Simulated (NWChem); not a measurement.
Species: GeH$_{2}$O$_{2}$, singlet; SMILES [OH][Ge][OH]

```xyz
5

Ge     0.0000     0.0000     0.4214
O      1.3035     0.0000    -0.7947
H      2.1766     0.0000    -0.3856
O     -1.3035     0.0000    -0.7947
H     -2.1766     0.0000    -0.3856
```
Atoms are numbered in this order, from 1.

Program: NWChem. Low-valent species are run as closed-shell singlets; no triplet was tried in these runs. Geometry: optimised at PBE0/def2-SVP. Ions are spin-unrestricted doublets at the neutral geometry; other ion states weren't tried. Functional: LC-ωPBE (HJS hole) with def2-SVP; rows give the range parameter ω in 1/bohr.

| range parameter (1/bohr) | vertical ionisation energy, ΔSCF (eV) | −ε(HOMO) (eV) | ΔSCF minus −ε(HOMO) (eV) |
|---|---|---|---|
| 0.20 | 9.50 | 8.44 | 1.06 |
| 0.25 | 9.57 | 8.87 | 0.70 |
| 0.40 | 9.79 | 9.75 | 0.04 |
| 0.50 | 9.89 | 10.11 | -0.22 |
| 0.60 | 9.97 | 10.37 | -0.40 |
